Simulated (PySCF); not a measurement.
## The first ionisation energy along group 12

All values are computed (PySCF 2.14, energy differences of UHF-based or UKS calculations, no spin-orbit coupling). Values in eV. The last column holds reference values (NIST; (s) semi-empirical, (t) theoretical, else measured). Unmarked ones compare directly (S terms, centres of terms, or small fine structure); those marked * lie between the lowest fine-structure levels and include a spin-orbit shift.

```
                               element                           configurations    UHF  MP2 (valence)  CCSD (valence)     LDA    PBE0  r2SCAN  reference
Zn (aug-cc-pVTZ-PP with ECP10MDF, ECP)            [Ar] 3d10 4s2 → [Ar] 3d10 4s1  7.796          9.181           9.197   9.913   9.255   9.439      9.394
Cd (aug-cc-pVTZ-PP with ECP28MDF, ECP)            [Kr] 4d10 5s2 → [Kr] 4d10 5s1  7.346          8.894           8.742   9.497   8.821   8.952      8.994
Hg (aug-cc-pVTZ-PP with ECP60MDF, ECP)  [Xe] 4f14 5d10 6s2 → [Xe] 4f14 5d10 6s1  8.504         10.426          10.114  10.865  10.154  10.340     10.438
```

```tsv
method	elements	mean error (eV)	mean absolute error (eV)	largest error (eV)
UHF	3	-1.727	1.727	-1.934
MP2 (valence)	3	-0.108	0.108	-0.214
CCSD (valence)	3	-0.257	0.257	-0.323
LDA	3	0.483	0.483	0.518
PBE0	3	-0.198	0.198	-0.283
r2SCAN	3	-0.032	0.061	-0.098
```

Errors include the incompleteness of the basis and the frozen core.

"Valence" correlates the outer s and p shells and, in groups 3 to 12 and the f block, the outer d or f shell, open or full, or the next shell where the ion has no valence electron left; the wider scheme adds the next inner shell.
